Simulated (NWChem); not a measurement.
Molecule: Si2NH5F2; SMILES [Si@@H](N)([SiH2]F)F

```xyz
10

N      1.5921    -1.2678     0.3617
Si     0.0903    -0.8788    -0.3744
F     -1.1456    -1.8556     0.0472
Si    -0.5728     1.2692     0.2852
F      0.4677     2.3670    -0.3074
H      1.7611    -1.1202     1.3491
H      2.1765    -2.0093    -0.0060
H      0.2886    -1.0500    -1.8365
H     -1.9341     1.5999    -0.2193
H     -0.5803     1.3861     1.7723
```
Atoms are numbered in this order, from 1.

Program: NWChem. Pople sets run with spherical d functions. Coordinates come from a B3LYP/6-31G* (spherical d) optimisation. Total energies compare along this basis series because the functional is fixed.

| level | basis functions | energy (Ha) | highest occupied level (eV) | orbital gap (eV) | dipole (D) |
|---|---|---|---|---|---|
| B3LYP/STO-3G | 38 | -826.1115 | -3.48 | 9.27 | 1.03 |
| B3LYP/3-21G | 63 | -832.1044 | -7.28 | 7.09 | 2.04 |
| B3LYP/6-31G* | 88 | -836.5594 | -7.56 | 7.07 | 1.90 |
| B3LYP/6-31+G* | 108 | -836.5871 | -7.92 | 6.91 | 1.76 |
| B3LYP/6-311G** | 136 | -836.7061 | -7.84 | 7.03 | 1.85 |
| B3LYP/6-311++G** | 161 | -836.7170 | (withheld) | 6.90 | (withheld) |

Task: Some entries are withheld; supply them.

Result: 
- B3LYP/6-311++G**, highest occupied level (eV): -8.01
- B3LYP/6-311++G**, dipole (D): 1.71
